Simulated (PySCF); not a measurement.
# HfF4: from structure and modes to constants

Computed with PySCF, B3LYP, basis Hf def2-SVP with ECP60, F def2-SVP (scalar-relativistic core potentials, no spin–orbit coupling, density fitting).

The singlet minimum has Td symmetry. Masses (u): Hf 179.94655, F 18.99840.

```xyz
5
charge 0 multiplicity 1, angstrom
Hf    0.0000    0.0000    0.0000
F    -1.1037   -1.1037    1.1037
F     1.1037    1.1037    1.1037
F     1.1037   -1.1037   -1.1037
F    -1.1037    1.1037   -1.1037
```

Harmonic wavenumbers (cm⁻¹): 144.6 (t2, ×3), 153.1 (e, ×2), 669.3 (t2, ×3), 678.3 (a1, ×1).

(1) What is the harmonic zero-point energy?

(2) Find the vibrational entropy and heat capacity at 298.15 K.

Results:

(1) Half the sum of all 9 wavenumbers, 3426/2 = 1713 cm⁻¹, which is 20.5 kJ/mol (1 cm⁻¹ = 0.0119627 kJ/mol).

(2) With u = 1.43878 ω/T, each mode gives S = R[u/(eᵘ−1) − ln(1−e⁻ᵘ)] and C = R u² eᵘ/(eᵘ−1)².
| ω (cm⁻¹) | u | S (J/(mol K)) | C (J/(mol K)) |
| --- | --- | --- | --- |
| 144.6 (×3) | 0.698 | 11.47 | 7.99 |
| 153.1 (×2) | 0.739 | 11.02 | 7.95 |
| 669.3 (×3) | 3.230 | 1.44 | 3.72 |
| 678.3 | 3.273 | 1.39 | 3.65 |
The sums over all modes are S = 62.2 and C = 54.7 J/(mol K); the softest mode gives 18 % of the entropy (each member, where degenerate).

Stability towards spin polarisation was not tested. Only a few start shapes were tried, so a lower isomer may exist. Spin–orbit coupling, left out here, can matter for elements this heavy.
